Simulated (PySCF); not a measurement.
# Excited states of Ce⁴⁰⁺ (cerium, charge +40)

Ground state [Ar], ¹S. Computed with PySCF 2.14 in an uncontracted even-tempered set (20 s from 1.23 bohr⁻², ratio 2.5; 14 p from 1.6 bohr⁻², ratio 2.5; 6 d from 2.24 bohr⁻², ratio 2.7; 3 f from 66 bohr⁻², ratio 2.7), with the spin-free X2C one-electron Hamiltonian (Gaussian nucleus). Vertical excitation energies in eV without spin-orbit coupling; excited terms of each kind are numbered among those the solver found. Frozen: [Ne].

```
 term  leading excitation  EOM-EE-CCSD
1 3P°              3p → d       225.86
1 3F°              3p → d       233.29
1 1D°              3p → d       245.13
1 3D°              3p → d       245.49
1 1F°              3p → d       245.68
1 1P°              3p → d       290.36
 1 3D              3s → d       435.08
 1 1D              3s → d       441.60
```

The spin-orbit splitting of the hole, absent here, rivals or exceeds the spacing of these terms, so the LS terms are model states.

The solver can miss terms. The 29 highest virtual orbitals were dropped.
